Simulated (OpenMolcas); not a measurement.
**Re3+: effect of correlating more closed shells**

```yaml
Program: OpenMolcas
Basis: ANO-RCC-VTZP [8s7p5d3f2g1h]
Scalar_Hamiltonian: DKH2, point nucleus
Active_space: 4 electrons in 5 orbitals (5d)
State_averaging: 2S+1 = 5 even, 5 roots; 2S+1 = 3 even, 45 roots; 2S+1 = 1 even, 50 roots
Spin-orbit_coupling: RASSI with atomic mean-field integrals over the reference wave functions, term energies averaged over their components
```

Methods on the same reference wave functions:
A. CASSCF
B. MS-CASPT2, IPEA 0.25 Eh, imaginary shift 0.1 Eh (closed shells correlated: none)
C. MS-CASPT2, IPEA 0.25 Eh, imaginary shift 0.1 Eh (closed shells correlated: 5s 5p)
D. MS-CASPT2, IPEA 0.25 Eh, imaginary shift 0.1 Eh (closed shells correlated: 4f 5s 5p)

Energies in cm-1 above 5d4 5D0, the measured ground level; measured values from the list in Brasseur, Gamrath and Quinet, At. Data Nucl. Data Tables 157, 101636 (2024).

```json
{"Level": "5d4 5D0 [67 %]", "A": "0.0", "B": "0.0", "C": "0.0", "D": "0.0", "Measured": "0.0"}
{"Level": "5d4 5D1", "A": "2445", "B": "3190", "C": "3070", "D": "3040", "Measured": "3084"}
{"Level": "5d4 5D2", "A": "5119", "B": "6200", "C": "6000", "D": "5970", "Measured": "5979"}
{"Level": "5d4 5D3", "A": "7596", "B": "8670", "C": "8440", "D": "8400", "Measured": "8350"}
{"Level": "5d4 5D4", "A": "9768", "B": "10540", "C": "10320", "D": "10300", "Measured": "10121"}
{"Level": "5d4 3P0(1) [57 %]", "A": "17809", "B": "15350", "C": "15520", "D": "15560", "Measured": ""}
{"Level": "5d4 3H4 [57 %]", "A": "19225", "B": "18740", "C": "18100", "D": "18100", "Measured": "16946"}
{"Level": "5d4 3H5", "A": "23190", "B": "22980", "C": "22190", "D": "22180", "Measured": "20930"}
{"Level": "5d4 3G3 [55 %]", "A": "23246", "B": "21830", "C": "21330", "D": "21290", "Measured": ""}
{"Level": "5d4 3P1(1)", "A": "23821", "B": "20600", "C": "20830", "D": "20850", "Measured": "19340"}
{"Level": "5d4 3F2(1) [71 %]", "A": "24338", "B": "21710", "C": "21630", "D": "21630", "Measured": "19851"}
{"Level": "5d4 3H6", "A": "25143", "B": "25020", "C": "24160", "D": "24180", "Measured": "22896"}
{"Level": "5d4 3P2(1) [59 %]", "A": "29576", "B": "26220", "C": "26170", "D": "26100", "Measured": ""}
{"Level": "5d4 3F3(1) [55 %]", "A": "30745", "B": "28960", "C": "28380", "D": "28280", "Measured": "26476"}
{"Level": "5d4 3D3 [61 %]", "A": "33210", "B": "30930", "C": "30210", "D": "30070", "Measured": "28526"}
{"Level": "5d4 3G5", "A": "33254", "B": "32500", "C": "31700", "D": "31650", "Measured": "30052"}
{"Level": "5d4 1I6", "A": "35491", "B": "35050", "C": "33990", "D": "34030", "Measured": "32396"}
{"Level": "5d4 3D1", "A": "36622", "B": "34310", "C": "33560", "D": "33390", "Measured": "31543"}
{"Level": "5d4 1G4(1) [52 %]", "A": "40648", "B": "38910", "C": "38260", "D": "38230", "Measured": ""}
{"Level": "5d4 1S0(1)", "A": "42121", "B": "38620", "C": "38450", "D": "38480", "Measured": "36484"}
{"Level": "5d4 1F3 [68 %]", "A": "45914", "B": "41750", "C": "40970", "D": "40770", "Measured": "38458"}
{"Level": "5d4 3P2(2)", "A": "50646", "B": "45110", "C": "44950", "D": "44660", "Measured": ""}
{"Level": "5d4 3F4(2) [68 %]", "A": "52212", "B": "47580", "C": "47480", "D": "47290", "Measured": ""}
{"Level": "5d4 3F2(2) [74 %]", "A": "54104", "B": "49520", "C": "49120", "D": "48810", "Measured": ""}
```

Deviations, from unrounded energies. A percentage is the sum of absolute deviations over the sum of measured energies, with the sign that they share, or ± where signs differ.

```tsv
Against measurement	Levels	A	B	C	D
mean absolute deviation (cm-1)	16	3200	1800	1300	1200
fine structure of the ground term (%)	4	-9.5	+3.9	±1.2	±1.0
other terms of the ground configuration (%)	12	+15.2	+8.4	+6.3	+6.1
```

C, D lie about equally close to measurement and A furthest from it. The largest miss of D in the table is 5d4 1F3 [68 %], by +2300 cm-1. The ranking rests on the paired levels alone, and a cruder setting can come out closer through cancelling errors.

Among B to D the level of the table that moves most is 5d4 1I6, by 1100 cm-1 (lowest in C, highest in B). Moves below CASPT2's spread within the term are not significant.

The mean deviations of B to D differ by less than CASPT2's widest spread within a term (1300 cm-1), so their order carries little weight.

From A to B the spin-free energies of the other terms of 5d4 shown, above 5D, scale by factors of 0.72 to 0.92, as is usual when dynamic correlation screens the repulsion within a d or f shell.

The lowest spin-free term lies below A's lowest term by 0.030 hartree in B, 0.276 hartree in C, 1.135 hartree in D.

What an inner shell adds also hangs on whether the basis holds functions to correlate it.

CASPT2 does not keep the components of a term degenerate, so their means are used; among the terms shown or strongly mixed into the levels shown the widest spread is 1300 cm-1 (5d4 1I, D). Without dynamic correlation excited terms often stand tens of per cent too high (terms of higher spin than the ground term too low), and those without a measured partner can miss by more than the paired ones (holds for A). Some levels mix across a computed gap that differs much from the measured one, so their mixing is not that of the real levels (holds for A). The CASPT2 spread within a term exceeds the gap to the next term for 5d4 3D and 5d4 1I, 5d4 1I and 5d4 1G(1), so the order of their levels is uncertain (holds for B; C; D). Computed and measured levels are paired by configuration, term and J; levels that our copy of the source lacks, or whose pairing is in doubt (as where it misses far off the trend of its configuration), stay unpaired and out of the deviations. Levels of configurations outside the active space are missing. Levels that lie high or do not pair safely by name in every column are left out.

A share in square brackets marks a mixed level and gives the weight of the term that names it, the lowest over the columns. A number in round brackets counts repeated terms of one configuration in the order of the reference energies.
